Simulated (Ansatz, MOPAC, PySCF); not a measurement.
Breaking a bond: SMILES B (H3B). The B1–H4 bond (B1 also carries H, H; H4 carries nothing else) is pulled apart rigidly from the PBE0/def2-TZVP optimised geometry.

- UKS-BLYP = unrestricted BLYP/cc-pVDZ (Ansatz, a program for electronic structure)
- RHF/LANL2DZ = restricted Hartree-Fock/LANL2DZ (PySCF 2.14.0)
- AM1, restricted, heats of formation (MOPAC)
- FCI = full CI/cc-pVDZ, frozen core run with Ansatz

Energies relative to the lowest point of each curve near equilibrium, in kJ/mol:

```csv
R / Å,UKS-BLYP,RHF/LANL2DZ,AM1
0.97,97.4,88.9,96.2
1.00,70.3,62.7,71.0
1.07,27.3,22.2,27.3
1.19,0.0,0.0,0.0
1.38,23.5,32.9,49.8
1.48,51.9,66.8,100.3
1.76,149.3,181.1,258.0
1.95,215.3,260.5,356.7
2.16,281.3,343.4,450.6
2.62,385.9,499.6,599.5
2.92,417.5,582.3,662.2
4.17,447.8,803.8,791.7
```

Task: Predict the corresponding FCI column.

Result: 0.97: 100.3; 1.00: 72.3; 1.07: 27.9; 1.19: 0.0; 1.38: 25.4; 1.48: 55.6; 1.76: 157.9; 1.95: 225.2; 2.16: 289.2; 2.62: 383.1; 2.92: 414.7; 4.17: 444.6 (kJ/mol).

The unrestricted determinant behind UKS-BLYP is spin-contaminated at 2.39 to 4.17 Å (<S²> up to 1.0, against 0.00 for a pure singlet). The restricted form behind RHF/LANL2DZ, AM1 keeps the bonding electrons paired and can't separate into open-shell fragments.
